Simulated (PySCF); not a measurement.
S: excitation energy

S [Ne] 3s2 3p4 (3P) → S [Ne] 3s2 3p3 3d1 (5D), as a difference of total energies. Calculation: PySCF 2.14, in x2c-QZVPPall with one added diffuse shell each of s, p, d, f type (10s7p5d3f1g, 86 functions); the spin-free X2C one-electron Hamiltonian (Gaussian nucleus). Correlated levels: valence: [Ne] frozen; valence and next inner shell: 1s2 frozen. The calculations carry no spin-orbit coupling.

| method | excitation energy (eV) |
| --- | --- |
| UHF | 8.266 |
| LDA | 8.794 |
| PBE | 8.639 |
| r2SCAN | 8.782 |
| BP86 | 8.747 |
| B3LYP | 8.921 |
| wB97M-V | 8.996 |
| M06-2X | 9.111 |
| SCS-MP2 (valence) | 9.082 |
| MP2 (valence and next inner shell) | 8.866 |
| SCS-MP2 (valence and next inner shell) | 9.084 |

Question: Estimate what MP2 (valence) gives.

Answer: 8.860 eV, closest to MP2 (valence and next inner shell) among the rows shown.

Question: Estimate what PBE0 gives.

Answer: 8.739 eV, closest to BP86 among the rows shown.

Errors of the correlated levels include the incompleteness of this basis and the frozen core.

The promoted electron is Rydberg-like, and one or two diffuse shells describe it only roughly, which tends to raise the upper state.

In the upper state the promoted electron has a positive orbital energy at LDA, PBE, PBE0, r2SCAN, BP86, B3LYP, so the basis confines it.

For comparison: 8.392 eV (measured; NIST levels, between the centres of gravity of the two terms).
